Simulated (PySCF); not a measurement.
Isomers of CH4OSi. All species are isolated molecules in the gas phase. One relaxed conformer stands for each flexible species; it need not be the lowest. Strings in code marks are SMILES.

Level of theory: PBE-D3(BJ)/def2-TZVP // B3LYP-D3(BJ)/def2-TZVP run with PySCF. Excitations are Tamm–Dancoff values on a coarser integration grid. The basis has no diffuse functions, so Rydberg states are missing or too high.

| species | S1–T1 gap (TDA) (eV) | T1 excitation (TDA) (eV) |
|---|---|---|
| `O=C[SiH3]` | 0.76 | 2.42 |
| `C1O[SiH2]1` | 0.79 | 4.58 |
| `C[SiH]=O` | 0.37 | 3.75 |
| `C=[SiH]O` (C–Si–O–H torsion 0°) | 1.30 | 3.22 |
